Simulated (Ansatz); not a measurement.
Several settings on one geometry of GaCl2(OH) (GaCl₂OH) (that of the charge 0 singlet, PBE0-D4/def2-SVP). Ansatz on 4 threads of Arm Neoverse V1 on a shared host; times are rough.

```xyz
5

Ga    0.304    0.250   -0.057
Cl    2.411    0.360   -0.258
Cl   -0.880    2.019   -0.163
O    -0.438   -1.330    0.198
H    -1.398   -1.300    0.280
```

Totals from different functionals, basis sets or treatments of relativity can't be compared as stabilities.

HSE06 is defined as in plane-wave codes, on full-range PBE exchange. Correlated methods freeze 20 core orbitals; core or outer-core shells of Ga are correlated, in sets that lack core-valence functions.

The spins typed aren't always the lowest for that charge.

Give the basis size and estimate the energy, ⟨S²⟩ and time of these runs.

```tsv
run	method	charge	state	further keys
1	RHF, ccsd/def2-SVPD	0	singlet	final_grid: {core_spheres: 5, valence_spheres: 4, degree: 11}; diis_vectors: 1; scf: {omitted_lower_state_checks: [starts]}
2	UKS ωB97X-V/def2-SVPD	-1	doublet	scf: {lower_state_search: off}
3	UKS HSE06/aug-cc-pVDZ	1	doublet	scf: {omitted_lower_state_checks: [starts]}
```


```
run  functions  energy (Eh)  ⟨S²⟩  wall time
  1        123   -2917.9806     –      4.6 s
  2        123   -2920.3145  0.75      7.5 s
  3        122   -2920.1402  0.76        6 s
```
